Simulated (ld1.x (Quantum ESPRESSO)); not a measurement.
**Configuration tests for Pr (Z = 59) (TM semilocal)**

```
Element                 : Pr
Generator               : ld1.x (Quantum ESPRESSO) 7.5
Type                    : norm-conserving Troullier–Martins (semilocal form)
Functional              : LDA (PZ)
Relativity              : scalar-relativistic
Frozen core             : [Kr]
Valence charge          : 23
Reference configuration : 4d10 4f3 5s2 5p6 5d0.5 6s1.5 6p0
Partial waves           : 5s (bound): rc 2.45 bohr; 5p (bound): rc 2.70 bohr; 4d (bound): rc 0.90 bohr; 4f (bound): rc 0.90 bohr
Local potential         : the f channel
Core correction         : none
```

Occupied shells without a wave of their own: 5d, 6s. They enter only through the test configuration that unscreens the potential.

Energies are relative to the spin-unpolarised reference configuration 4d10 4f3 5s2 5p6 5d0.5 6s1.5 6p0; without spin polarisation the order of configurations can differ from experiment. Spin-polarised rows fill each open shell by Hund’s rule, majority spin first. Not all tests gave a result: 2 of 9 tests not solved or not reliable. Left out of the table: 4d10 4f3 5s2 5p6 5d0 6s0 6p1 (pseudo-atom not self-consistent, printed error -3938 eV); 4d10 4f3 5s2 5p6 5d0 6s1 6p1 (solver errors, printed error -2.4 eV).

```csv
valence configuration,charge,ΔE all-electron (eV),error AE − PS (meV)
4d10 4f3 5s2 5p6 5d0 6s2 6p0,0,-0.757,+470
4d10 4f3 5s2 5p6 5d0 6s1 6p0,+1,5.157,-660
4d10 4f3 5s2 5p6 5d1 6s1 6p0,0,0.822,-5892
4d10 4f3 5s2 5p6 5d0.5 6s1.5 6p0 (spin-polarised),0,-1.425,-1225
4d10 4f3 5s2 5p6 5d0 6s2 6p0 (spin-polarised),0,-1.990,+952
```

Q: What are ΔE and the potential's error for 4d10 4f3 5s2 5p6 5d0 6s0 6p0?

A: ΔE = 15.985 eV all-electron; the error (AE − PS) is -2648 meV.

Q: What are ΔE and the potential's error for 4d10 4f2 5s2 5p6 5d1 6s1 6p0?

A: ΔE = 6.820 eV all-electron; the error (AE − PS) is -493 meV.

Levels in the configuration 4d10 4f3 5s2 5p6 5d0.5 6s1.5 6p0 (spin-polarised):

| level | all-electron (eV) | pseudo (eV) |
| --- | --- | --- |
| 4d up | -110.369 | -112.414 |
| 4f up | -1.351 | -3.184 |
| 5s up | -38.911 | -40.617 |
| 5p up | -21.280 | -22.938 |
| 5d up | -2.008 | -3.415 |
| 6s up | -3.554 | -5.787 |
| 4d down | -108.400 | -109.136 |
| 5s down | -37.536 | -38.840 |
| 5p down | -20.126 | -21.521 |
| 6s down | -3.044 | -1.028 |

These tests converged, but a pseudo level misses the all-electron one widely, so the file describes the atom poorly there or has found another state: 4d10 4f3 5s2 5p6 5d0 6s0 6p0: empty 6p by 6.6 eV; 4d10 4f3 5s2 5p6 5d1 6s1 6p0: 5s by 4.7 eV; 4d10 4f2 5s2 5p6 5d1 6s1 6p0: 6s by 2.0 eV. The 5d, 6s levels have no wave, so the channel is fitted at the deeper level alone: the likely source of the large errors.

The potential misses its own reference levels by up to 0.9 eV.
